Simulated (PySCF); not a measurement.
MgSe⁻: frontier orbitals

PBE0 at R = 2.363 Å; basis Mg aug-cc-pVDZ, Se aug-cc-pVDZ-PP with ECP10; scalar-relativistic core potentials; PySCF 2.14. State: ²Σ⁺ (doublet), unpaired electrons σ ↑. Only the outer orbitals are listed, counted within each symmetry, core potentials removing the inner ones.

```
spin  orbital  occ.  ε (eV)  on Mg (%)            main shells (%)
   α       3π     1  -46.55        100                   100 Mg p
   α       3π     1  -46.55        100                   100 Mg p
   α       6σ     1  -46.51        100                   100 Mg p
   α       7σ     1  -12.14          5                    95 Se s
   α       8σ     1   -2.68         48           51 Se p, 46 Mg s
   α       4π     1   -0.85         10            90 Se p, 8 Mg p
   α       4π     1   -0.85         10            90 Se p, 8 Mg p
   α       9σ     1   -0.61         75  39 Mg s, 36 Mg p, 22 Se p
   α      10σ     0    2.31         90  72 Mg p, 16 Se s, 16 Mg s
   α       5π     0    2.36        108                   106 Mg p
   α       5π     0    2.36        108                   106 Mg p
   β       3π     1  -46.51        100                   100 Mg p
   β       3π     1  -46.51        100                   100 Mg p
   β       6σ     1  -46.40        100                   100 Mg p
   β       7σ     1  -11.87          5                    94 Se s
   β       8σ     1   -2.06         45           55 Se p, 41 Mg s
   β       4π     1   -0.79          9                    90 Se p
   β       4π     1   -0.79          9                    90 Se p
   β       9σ     0    1.66         95  74 Mg s, 19 Mg p, 11 Se p
   β       5π     0    2.60        108                   108 Mg p
   β       5π     0    2.60        108                   108 Mg p
```

**Question.** Which are the highest filled and the lowest empty level, where do they sit, and how wide is the gap?

**Answer.** Highest filled α 9σ at -0.61 eV (in %: 39 Mg s, 36 Mg p, 22 Se p); lowest empty β 9σ at 1.66 eV (in %: 74 Mg s, 19 Mg p, 11 Se p); the gap at PBE0 is 2.27 eV. An empty level above zero is unbound, and its energy depends on the basis.

```
bond order (Mayer)                                                                                                 : 1.54
⟨S²⟩                                                                                                               : 0.755
charge on Mg (Mulliken, basis-dependent)                                                                           : -0.17
charge on Mg (Löwdin, basis-dependent)                                                                             : -0.13
dipole moment (positive dipole points towards Se; it is taken about the centre of mass and depends on that origin) : 0.18 D
polarisability along the bond                                                                                      : 205.0 bohr³
polarisability across the bond                                                                                     : 140.0 bohr³
```

Shares are Mulliken populations and can fall outside 0 to 100 %.

Spin–orbit coupling is left out. The state is the lowest determinant that a PBE0 search found; another state may lie lower at other levels.
